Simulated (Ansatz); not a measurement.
**BSi3: where a starting geometry ends**

The starting geometry of this gas-phase doublet was optimised with GFN2-xTB.

```yaml
atoms:
  - { symbol: B, position_ang: [-0.1001, -0.0789, -0.1304] }
  - { symbol: Si, position_ang: [-1.2417, 0.1184, -1.7011] }
  - { symbol: Si, position_ang: [0.4285, 0.7505, 1.4407] }
  - { symbol: Si, position_ang: [0.1339, -1.6710, -1.2303] }
```

Question: Predict what becomes of its bonds when it is optimised with r2SCAN-D4/def2-SVP.

Answer: A new bond forms, giving a structure given below by its coordinates. Contacts that close: Si2–Si3 (3.61 → 2.34 Å).

The energy falls by 0.77 eV over 14 steps:

| step | E − E(last) (eV) |
| --- | --- |
| 1 | 0.774 |
| 2 | 0.759 |
| 4 | 0.752 |
| 5 | 0.752 |
| 7 | 0.735 |
| 8 | 0.730 |
| 10 | 0.237 |
| 11 | 0.044 |
| 13 | 0.000 |
| 14 | 0.000 |

Final geometry (Å):

```xyz
4

B     0.3259   -0.6067    0.0398
Si   -0.9844    0.3655   -1.0798
Si   -0.0852    1.0792    0.9537
Si   -0.0356   -1.7190   -1.5348
```

The end wasn't checked by frequencies. Open shells are spin-unrestricted. Run with Ansatz 0.2.0, 94 s on 1 thread of Intel(R) Xeon(R) Platinum 8375C CPU @ 2.90GHz (Ice Lake) (shared host).
